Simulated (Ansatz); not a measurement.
Mulliken charges of CH₅BOSe (`CB(O)[SeH]`) from ωB97M-V/def2-TZVPP in Ansatz (PBE0-D4/def2-TZVP geometry).

| atom | x (Å) | y (Å) | z (Å) | charge (e) |
| --- | --- | --- | --- | --- |
| C1 | 0.340 | 0.672 | -0.943 | -0.357 |
| B2 | -0.135 | -0.195 | 0.276 | 0.139 |
| O3 | 0.707 | -0.976 | 1.001 | -0.253 |
| Se4 | -2.018 | -0.166 | 0.796 | -0.116 |
| H5 | 1.106 | 1.387 | -0.624 | 0.119 |
| H6 | -0.461 | 1.237 | -1.422 | 0.103 |
| H7 | 0.800 | 0.035 | -1.707 | 0.119 |
| H8 | 1.615 | -0.940 | 0.688 | 0.182 |
| H9 | -1.866 | -1.100 | 1.918 | 0.063 |

Task: By hand: the dipole of these point charges (1 e Å = 4.8032 D).

Result: Σ q r = (0.271, 0.055, -0.148) e Å, of length 0.314 e Å = 1.51 D.

Task: How does the dipole of the full density compare? (Estimate.)

Result: The calculation gave: (0.460, 0.022, -0.163) e Å, 2.35 D; the point charges give 0.64 times that, at 12° from its direction.

Point charges leave out the atoms' own dipoles, such as those of lone pairs, and Mulliken's split depends on the basis, so the two needn't agree.
